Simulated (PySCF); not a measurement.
Ne⁺ (neon, charge +1): UHF calculation

Configuration: [He] 2s2 2p5, 2P determinant. Computed with PySCF 2.14 in x2c-SVPall (3s2p1d, 14 functions), with the spin-free X2C one-electron Hamiltonian (Gaussian nucleus).

- Total energy: -127.784751 hartree
- One-electron energy: -174.9715 hartree
- Hartree (Coulomb) energy: 58.8247 hartree
- Exchange energy: -11.6379 hartree
- ⟨S²⟩: 0.7519
- ⟨L²⟩: 2.005
- Sum of ⟨r⟩: 6.468 bohr
- Sum of ⟨r²⟩: 6.930 bohr²
- Traceless quadrupole moment −½Σ⟨3z² − r²⟩ along its main axis: 0.432 e·bohr²
- Langevin diamagnetic susceptibility: -5.49 ×10⁻⁶ cm³/mol
- Time after the integrals: 0.05 s of wall time on 1 thread of Neoverse-V1 (shared host)

| shell | electrons | mean orbital energy (eV) | spread (eV) | rms radius, mean of both spins (bohr) |
| --- | --- | --- | --- | --- |
| 1s α | 1 | -916.66 | 0 | 0.183 |
| 1s β | 1 | -914.92 | 0 | 0.183 |
| 2s α | 1 | -73.779 | 0 | 0.956 |
| 2s β | 1 | -67.695 | 0 | 0.956 |
| 2p α | 3 | -45.170 | 3.583 | 1.00 |
| 2p β | 2 | -42.308 | 0 | 1.00 |
